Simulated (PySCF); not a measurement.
A PySCF script (with the pyscf-properties extension) for the NMR shieldings of `CC(C)CPCP`, C5H14P2, on a GFN2-xTB geometry:

```python
import basis_set_exchange as bse
import numpy as np
from pyscf import gto, dft
from pyscf.prop import nmr

atoms = """
C    -2.507552    0.763062   -1.195650
C    -1.544954    0.458867   -0.049296
C    -1.961102   -0.815803    0.676731
C    -0.115826    0.343202   -0.582482
P     1.142834    0.095679    0.767307
C     2.654606    0.146274   -0.319860
P     4.204480   -0.378181    0.563505
H    -2.519025   -0.058068   -1.910172
H    -2.212542    1.669832   -1.719547
H    -3.517287    0.901188   -0.816084
H    -1.575548    1.289769    0.665040
H    -1.902403   -1.672106    0.007275
H    -1.306710   -0.994432    1.529064
H    -2.982747   -0.731964    1.040096
H    -0.044499   -0.468511   -1.312868
H     0.155800    1.277390   -1.086820
H     1.078220   -1.304851    0.796091
H     2.808015    1.178543   -0.654978
H     2.527263   -0.477055   -1.211262
H     3.668209   -1.543809    1.114512
H     3.941848    0.337918    1.730021
"""
names = dict.fromkeys(["C", "P", "H"], "pcSseg-1")
basis = {el: gto.basis.parse(bse.get_basis(n, elements=[el], fmt="nwchem")) for el, n in names.items()}
mol = gto.M(atom=atoms, basis=basis, charge=0, verbose=0)
mf = dft.RKS(mol, xc="PBE0")
mf.grids.level = 2
mf.grids.alignment = dft.numint.BLKSIZE   # the property module wants whole blocks of grid points
mf.conv_tol = 1e-9
mf.kernel()

calc = nmr.RKS(mf)   # GIAO
C = mf.mo_coeff
Co = C[:, mf.mo_occ > 0]
resp = mf.gen_response(singlet=True, hermi=2)
def vind(x):   # induced exchange potential for any number of trial vectors
    d = np.einsum("pi,xij,qj->xpq", C, 2 * x.reshape(-1, C.shape[1], Co.shape[1]), Co, optimize=True)
    return np.einsum("xpq,pi,qj->xij", resp(d - d.transpose(0, 2, 1)), C, Co, optimize=True).ravel()
mo1, _ = nmr.rhf.solve_mo1(calc, with_cphf=vind)
sigma = calc.kernel(mo1)
for i, s in enumerate(sigma):   # ppm
    w = np.linalg.eigvalsh((s + s.T) / 2)
    print("%2d %-2s iso %8.1f  s11 %8.1f  s22 %8.1f  s33 %8.1f" % (i, mol.atom_pure_symbol(i), w.mean(), *w))
```

Q: Give the expected output.

A: 
```
 0 C  iso    159.2  s11    140.6  s22    149.3  s33    187.9
 1 C  iso    154.8  s11    147.1  s22    154.6  s33    162.8
 2 C  iso    162.6  s11    150.6  s22    154.1  s33    183.3
 3 C  iso    146.6  s11    115.9  s22    142.8  s33    181.2
 4 P  iso    394.8  s11    328.0  s22    401.9  s33    454.5
 5 C  iso    175.8  s11    168.0  s22    172.3  s33    187.2
 6 P  iso    485.4  s11    421.8  s22    439.3  s33    595.1
 7 H  iso     31.0  s11     27.7  s22     29.1  s33     36.1
 8 H  iso     30.6  s11     26.1  s22     28.5  s33     37.1
 9 H  iso     30.5  s11     26.0  s22     27.8  s33     37.7
10 H  iso     30.1  s11     26.6  s22     28.9  s33     34.7
11 H  iso     31.3  s11     28.3  s22     29.2  s33     36.4
12 H  iso     30.6  s11     24.9  s22     31.2  s33     35.6
13 H  iso     30.7  s11     26.3  s22     28.0  s33     37.8
14 H  iso     29.9  s11     25.7  s22     31.1  s33     32.9
15 H  iso     30.4  s11     24.7  s22     32.1  s33     34.3
16 H  iso     28.5  s11     23.1  s22     30.5  s33     31.8
17 H  iso     30.7  s11     24.9  s22     30.3  s33     37.1
18 H  iso     30.1  s11     24.2  s22     30.3  s33     35.9
19 H  iso     29.1  s11     24.2  s22     28.7  s33     34.5
20 H  iso     28.8  s11     24.1  s22     28.0  s33     34.2
```

These numbers come from an equivalent density-fitted implementation of the same equations, which agrees with the script to about 0.01 ppm for H and up to a few tenths of a ppm for heavy atoms, so last digits may differ.

Size and cost of the density-fitted run: 203 basis functions, 27 s wall time on 1 thread of an Arm Neoverse V2, shared host; peak memory 0.93 GiB.
